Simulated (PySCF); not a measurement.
C₇H₁₁NSi.
Atom-mapped SMILES: `[NH2:1][c:2]1[cH:3][cH:4][c:5]([CH2:6][SiH3:7])[cH:8][cH:9]1` (hydrogens: H10, H11 on N1; H12 on C3; H13 on C4; H14, H15 on C6; H16, H17, H18 on Si7; H19 on C8; H20 on C9)

Method used: PBE0-D3(BJ)/def2-SVP geometry optimisation, gas phase (PySCF 2.14.0).

Q: Give the optimised bond lengths and angles.

A: 
| bond | length (Å) | order |
| --- | --- | --- |
| N1–C2 | 1.382 | single |
| C2–C3, C2–C9 | 1.404 | aromatic |
| C3–C4, C8–C9 | 1.390 | aromatic |
| C4–C5, C5–C8 | 1.400 | aromatic |
| C5–C6 | 1.503 | single |
| C6–Si7 | 1.894 | single |
| N1–H10, N1–H11 | 1.011 | single |
| C3–H12, C9–H20 | 1.094 | single |
| C4–H13, C8–H19 | 1.094 | single |
| C6–H14, C6–H15 | 1.102 | single |
| Si7–H16, Si7–H17, Si7–H18 | 1.496 | single |

Bonds in one row agree within 0.01 Å and their mean is given. Orders are formal, as drawn. A selection of angles:
| angle | degrees |
| --- | --- |
| N1–C2–C3 | 121.2 |
| C3–C2–C9 | 117.7 |
| C2–C3–C4 | 120.9 |
| C3–C4–C5 | 121.8 |
| C4–C5–C6 | 121.5 |
| C4–C5–C8 | 117.1 |
| C5–C6–Si7 | 111.5 |
| H10–N1–C2 | 116.1 |
| H11–N1–C2 | 116.1 |

Torsions: C4–C5–C6–Si7 -91° (anticlinal). The mirror-image conformer, all signs reversed, is as good.

Of the pairs four or more bonds apart, H11···H12 is among the closest relative to their van der Waals radii: 2.43 Å, 101 % of the sum of Bondi's values. Si7 (SiH3 silicon) is tetrahedral (angles from 108.5° to 111.0°). The 6-membered ring C2–C3–C4–C5–C8–C9 has internal angles of 117.1° to 121.8° (sum 720°, against 720° for a flat polygon); it is planar, 0.00 Å rms from its mean plane, widest ring torsion 0°. N1 (aniline-type nitrogen) is pyramidal (angles 116.1°, 116.1° and 112.9°, sum 345.2°, 0.25 Å off the plane of its three neighbours). The 7 C–C bonds span 1.390 Å (C8–C9, aromatic) to 1.503 Å (C5–C6, drawn single), a spread of 0.113 Å.

Point group: near Cs, missed by 0.13 Å at most; the miss may be what the optimiser left on a soft mode. Stationary, but not proved a minimum. One conformer, not necessarily the lowest.
